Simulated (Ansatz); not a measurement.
`CC[P+](CC)(CC)[Ag-][O]C`, charge 0, multiplicity 1.

Task: Give a relaxed structure at PBE0-D4/def2-TZVP (the Gaussian-basis code of Ansatz). (Estimate.)

Result: The calculation gave: 
Cartesian coordinates in Å:
```
C -1.265 -2.360 -1.352
C -1.283 -1.710 0.024
P -0.123 -0.301 0.157
C 1.520 -1.100 0.236
C 2.647 -0.108 0.479
C -0.406 0.362 1.841
C -0.214 -0.601 3.001
Ag -0.329 1.283 -1.494
O -0.480 2.566 -3.013
C -0.754 3.913 -2.871
H -2.004 -3.161 -1.408
H -0.290 -2.796 -1.580
H -1.495 -1.631 -2.132
H -2.278 -1.309 0.240
H -1.052 -2.442 0.804
H 1.662 -1.603 -0.724
H 1.504 -1.880 1.005
H 2.648 0.677 -0.281
H 2.558 0.374 1.455
H 3.616 -0.609 0.447
H 0.251 1.230 1.941
H -1.423 0.765 1.830
H 0.809 -0.981 3.048
H -0.887 -1.459 2.935
H -0.418 -0.099 3.949
H -0.781 4.398 -3.861
H -1.731 4.122 -2.398
H 0.001 4.461 -2.279
```
This is one stationary point; other conformers may exist.
